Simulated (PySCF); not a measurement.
Vibration and rotation of PtH

UHF-CCSD(T) constants of PtH, ²Σ⁺ (doublet), unpaired electrons σ ↑ (basis H def2-TZVPP, Pt def2-TZVPP with ECP60; scalar-relativistic core potentials; PySCF 2.14; masses 1.0078 and 194.9648 u):

```
ωe                     : 2410.3 cm⁻¹
ωexe                   : 39.0 cm⁻¹
Be                     : 7.3648 cm⁻¹
αe                     : 0.200 cm⁻¹
D (centrifugal)        : 0.000275 cm⁻¹
De to H + Pt (5d9 6s1) : 3.55 eV
```

Question: Give the vibrational terms G(v) and spacings up to v = 6.

Answer: G(v) = ωe(v+½) − ωexe(v+½)².

| v | G(v) (cm⁻¹) | G(v) − G(v−1) | Bv (cm⁻¹) |
| --- | --- | --- | --- |
| 0 | 1195 |  | 7.265 |
| 1 | 3528 | 2332 | 7.065 |
| 2 | 5782 | 2254 | 6.865 |
| 3 | 7958 | 2176 | 6.665 |
| 4 | 10057 | 2098 | 6.465 |
| 5 | 12077 | 2020 | 6.265 |
| 6 | 14019 | 1942 | 6.065 |

Question: How well does the Morse estimate ωe²/(4ωexe) reproduce De, and what is D0?

Answer: It gives 4.62 eV, 130 % of the computed De. D0 = De − G(0) = 3.55 − 0.15 = 3.40 eV.

Correlated steps freeze no core orbitals. Spin–orbit coupling is left out, which matters for elements this heavy, above all for dissociation energies. The state is the lowest single determinant that the PBE0 search found; with open d or f shells the true ground state can be another one.
